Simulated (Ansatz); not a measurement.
Ansatz (a quantum-chemistry and plane-wave program) input (PBE0/def2-QZVPP):
A basis named .json is the Basis Set Exchange file of that set.

Ansatz 0.2 input:
```yaml
crystal:
  periodic: [false, false, false]
  atoms:
    - {symbol: Si, position_ang: [2.66985344, -0.07071285, 0.72934742]}
    - {symbol: C, position_ang: [1.54275266, -0.61034702, -0.69760358]}
    - {symbol: C, position_ang: [0.39388652, 0.32384174, -0.86109165]}
    - {symbol: C, position_ang: [-0.81582089, 0.17414559, -0.33264046]}
    - {symbol: Cl, position_ang: [-2.07844052, 1.34251260, -0.54554119]}
    - {symbol: Cl, position_ang: [-1.26894646, -1.19731270, 0.62613784]}
    - {symbol: H, position_ang: [3.16731954, 1.30174657, 0.47485200]}
    - {symbol: H, position_ang: [1.90801475, -0.08269207, 1.99712493]}
    - {symbol: H, position_ang: [3.82586524, -0.99328141, 0.83336321]}
    - {symbol: H, position_ang: [2.13917647, -0.63419252, -1.61273479]}
    - {symbol: H, position_ang: [1.20218341, -1.62703872, -0.49652678]}
    - {symbol: H, position_ang: [0.56016110, 1.23119821, -1.42907134]}
basis:
  gaussian:
    orbitals: def2-QZVPP.json
hamiltonian:
  xc: {name: PBE0}
```

End of the output:

```
integrals: 1.23 GiB planned
2002 factors; their error is unknown
0.83 GiB of the device are held for the grids
4.91 GiB of device memory are held for the factors and their scratch space
mean field: 6.64 GiB planned
mean field evaluation 1: about -36108.4717 eV, gradient 6.6e1 eV
mean field evaluation 2: about -36092.0365 eV, gradient 9.9e1 eV
mean field evaluation 4: about -36118.8832 eV, gradient 6.7e0 eV
mean field evaluation 8: about -36118.9811 eV, gradient 1.9e-1 eV
mean field evaluation 16: about -36119.0158 eV, gradient 8.5e-5 eV
mean field -36119.01579462 eV, -1327.3493481041 hartree, gradient 3.1e-5 eV, S^2 0.000000; 0 other end points of the search recorded, 0 dependent functions left out
reference -36119.01583887 eV, -1327.3493497301 hartree; 36, 36 occupied and 525, 525 virtual orbitals, 2002 factors
Total energy: -36119.01583887 eV, -1327.3493497301 hartree
```
